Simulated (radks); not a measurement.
Results of a calculation; reference values are marked as such.
Q: The mean radii <r> (bohr) of the occupied orbitals of an atom or ion are listed with their occupations. Code: a radial shooting solver on a logarithmic mesh with Libxc functionals. Model: scalar-relativistic Kohn-Sham, LDA (Slater exchange, Perdew-Wang correlation), spin-polarised, spherical densities, finite nucleus; Fermi nuclear charge, rms radius of each element as measured or else 0.836 A^(1/3) + 0.57 fm.

| orbital | occ. | <r> |
|---|---|---|
| 1s up | 1 | 0.04034 |
| 1s down | 1 | 0.04034 |
| 2s up | 1 | 0.1781 |
| 2s down | 1 | 0.1781 |
| 2p up | 3 | 0.1552 |
| 2p down | 3 | 0.1552 |
| 3s up | 1 | 0.5110 |
| 3s down | 1 | 0.5103 |
| 3p up | 3 | 0.5185 |
| 3p down | 3 | 0.5173 |
| 3d up | 5 | 0.5225 |
| 3d down | 5 | 0.5188 |
| 4s up | 1 | 1.324 |
| 4p up | 3 | 1.452 |

Name the element and its charge. Open shells, if any, are filled with parallel spins first.

A: Z = 37, rubidium, charge +5: Rb5+ in [Ar] 3d10 4s1 4p3. The 1s radius gives Z: for a bare nucleus <r> = (2 gamma + 1)/(2Z) with gamma = sqrt(1 - (Z/c)^2), 0.03954 bohr for Z = 37, and screening makes it slightly larger (0.04034 here). The occupations add up to 32, and the charge is Z minus that.
